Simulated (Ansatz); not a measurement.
Ansatz (a first-principles code) input (CCSD(T)/def2-SVPD):

Ansatz 0.2 input:
```yaml
crystal:
  periodic: [false, false, false]
  atoms:
    - {symbol: Zr, position_ang: [1.17818834, -0.27248729, 0.84206112]}
    - {symbol: I, position_ang: [-0.98351670, 0.22746431, -0.70292766]}
    - {symbol: H, position_ang: [2.69009413, 0.35746587, -0.00120059]}
    - {symbol: H, position_ang: [0.97766812, 0.57531380, 2.46527255]}
    - {symbol: H, position_ang: [1.33108904, -2.08889655, 1.10864912]}
basis:
  gaussian:
    orbitals: def2-SVPD
magnetization: {spin_polarized: false}
correlation: {method: ccsd_t, electrons: outside_noble_gas}
output: {forces: true}
```

Output:

```
Functional definition: HF
integrals: 0.11 GiB planned
1004 factors; integrals over basis functions are off by at most 9.5e-4 eV
mean field: 0.30 GiB planned
mean field evaluation 1: about -9384.2059 eV, gradient 2.1e1 eV
mean field evaluation 2: about -9384.2423 eV, gradient 2.1e1 eV
mean field evaluation 4: about -9386.0997 eV, gradient 2.0e0 eV
mean field evaluation 8: about -9386.1327 eV, gradient 1.6e-1 eV
mean field evaluation 16: about -9385.5222 eV, gradient 1.3e1 eV
mean field -9386.13300668 eV, -344.9340258459 hartree, gradient 4.2e-6 eV, S^2 0.000000; 0 other end points of the search recorded, 0 dependent functions left out
13 core orbitals not correlated
reference -9386.13300668 eV, -344.9340258459 hartree; 7, 7 occupied and 73, 73 virtual orbitals, 1004 factors
densities: 0.39 GiB planned
second order -5.75198819 eV of doubles, -0.00000000 eV of singles
coupled cluster: 0.28 GiB planned
cycle   1  -6.28952354 eV  change   -5.4e-1 eV  update   9.9e-2
cycle   2  -6.53562605 eV  change   -2.5e-1 eV  update   3.2e-2
cycle   3  -6.61937843 eV  change   -8.4e-2 eV  update   2.1e-2
cycle   4  -6.61776913 eV  change    1.6e-3 eV  update   5.1e-3
cycle   5  -6.61468084 eV  change    3.1e-3 eV  update   2.0e-3
cycle   6  -6.61465001 eV  change    3.1e-5 eV  update   6.4e-4
cycle   7  -6.61472208 eV  change   -7.2e-5 eV  update   2.2e-4
cycle   8  -6.61477700 eV  change   -5.5e-5 eV  update   9.0e-5
cycle   9  -6.61477827 eV  change   -1.3e-6 eV  update   3.6e-5
cycle  10  -6.61476932 eV  change    9.0e-6 eV  update   1.4e-5
cycle  11  -6.61476819 eV  change    1.1e-6 eV  update   6.2e-6
cycle  12  -6.61476821 eV  change   -2.4e-8 eV  update   2.8e-6
perturbative correction -0.22766260 eV, -0.0083664462 hartree
the calculation of the forces begins
Total energy: -9392.97543749 eV, -345.1854805403 hartree
Atom 0 at     1.178188    -0.272487     0.842061 Å, force     0.077349    -0.017889     0.055282 eV/Å
Atom 1 at    -0.983517     0.227464    -0.702928 Å, force    -0.228695     0.052892    -0.163451 eV/Å
Atom 2 at     2.690094     0.357466    -0.001201 Å, force     0.156359     0.065177    -0.087264 eV/Å
Atom 3 at     0.977668     0.575314     2.465273 Å, force    -0.020787     0.087713     0.167886 eV/Å
Atom 4 at     1.331089    -2.088897     1.108649 Å, force     0.015774    -0.187893     0.027547 eV/Å
Dipole moment:     0.047255    -0.010929     0.033774 e Å
```
